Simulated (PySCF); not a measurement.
Geometries of 2 isomers of C4H8OP2, from PBE0-D3(BJ)/def2-SVP geometry optimisation, gas phase in PySCF 2.14.0. One conformer each, no zero-point energy, no frequencies.

**Question.** Which is lower in electronic energy at this level?
A.
```xyz
15
angstrom
C     -1.756   -1.227   -0.051
P     -0.638   -0.157    0.957
C      0.945   -0.510    0.267
C      2.087   -0.741   -0.109
P      3.669   -1.274   -0.682
C     -0.991    1.494    0.137
O     -2.273    1.934    0.487
H     -1.506   -1.205   -1.121
H     -1.721   -2.262    0.317
H     -2.774   -0.834    0.093
H      4.457   -0.718    0.373
H      3.926   -0.191   -1.578
H     -0.967    1.386   -0.958
H     -0.187    2.199    0.423
H     -2.286    2.092    1.438
```
B.
```xyz
15
angstrom
C     -2.728   -0.550   -0.037
C     -1.642   -0.015   -0.601
C     -0.348    0.169    0.082
C      0.489    1.445   -0.226
P      1.180   -0.073   -0.882
O      1.227   -0.432   -2.334
P      2.726   -0.769    0.510
H     -3.654   -0.676   -0.603
H     -2.729   -0.881    1.006
H     -1.677    0.297   -1.652
H     -0.328   -0.160    1.128
H      0.051    2.117   -0.973
H      0.946    1.968    0.620
H      2.687   -2.093   -0.023
H      3.783   -0.362   -0.359
```

**Answer.** B. That is `C=C[C@@H]1C[P@@]1(=O)P`, 21.1 kcal/mol below the other.

```json
{"SMILES": "C=C[C@@H]1C[P@@]1(=O)P", "atoms numbered as above": "[CH2:1]=[CH:2][C@@H:3]1[CH2:4][P@@:5]1(=[O:6])[PH2:7]", "E (Eh)": "-914.21833", "relative (kcal/mol)": "0.0", "relative (kJ/mol)": "0.0", "dipole (D)": "2.91"}
{"SMILES": "CP(C#CP)CO", "atoms numbered as above": "[CH3:1][P:2]([C:3]#[C:4][PH2:5])[CH2:6][OH:7]", "E (Eh)": "-914.18469", "relative (kcal/mol)": "21.1", "relative (kJ/mol)": "88.3", "dipole (D)": "0.89"}
```

As drawn, the lower has a three-membered ring, a P=O bond and a C=C bond outside aromatic rings, which the higher lacks; the higher has a C≡C bond and an O–H bond, which the lower lacks.
